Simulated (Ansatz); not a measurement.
Mulliken charges of `C[NH][InH][Cl]` from PBE/def2-TZVPP in Ansatz (PBE0-D4/def2-TZVP geometry).

```json
{"atom": "C1", "x (Å)": "0.674", "y (Å)": "0.508", "z (Å)": "-1.025", "charge (e)": "-0.161"}
{"atom": "N2", "x (Å)": "0.658", "y (Å)": "-0.131", "z (Å)": "0.271", "charge (e)": "-0.358"}
{"atom": "In3", "x (Å)": "-0.947", "y (Å)": "-0.654", "z (Å)": "1.321", "charge (e)": "0.588"}
{"atom": "Cl4", "x (Å)": "-2.862", "y (Å)": "-0.069", "z (Å)": "0.110", "charge (e)": "-0.396"}
{"atom": "H5", "x (Å)": "1.180", "y (Å)": "-0.104", "z (Å)": "-1.783", "charge (e)": "0.092"}
{"atom": "H6", "x (Å)": "-0.348", "y (Å)": "0.673", "z (Å)": "-1.372", "charge (e)": "0.089"}
{"atom": "H7", "x (Å)": "1.171", "y (Å)": "1.486", "z (Å)": "-0.998", "charge (e)": "0.092"}
{"atom": "H8", "x (Å)": "1.576", "y (Å)": "-0.311", "z (Å)": "0.644", "charge (e)": "0.141"}
{"atom": "H9", "x (Å)": "-1.102", "y (Å)": "-1.399", "z (Å)": "2.832", "charge (e)": "-0.086"}
```

**Question.** By hand: the dipole of these point charges (1 e Å = 4.8032 D).

**Answer.** Σ q r = (0.735, -0.129, 0.270) e Å, of length 0.794 e Å = 3.81 D.

**Question.** How does the dipole of the full density compare? (An estimate is asked.)

**Answer.** Ansatz gave: (0.602, -0.101, 0.214) e Å, 3.11 D; the point charges give 1.23 times that, at 1° from its direction.

Point charges leave out the atoms' own dipoles, such as those of lone pairs, and Mulliken's split depends on the basis, so the two needn't agree.
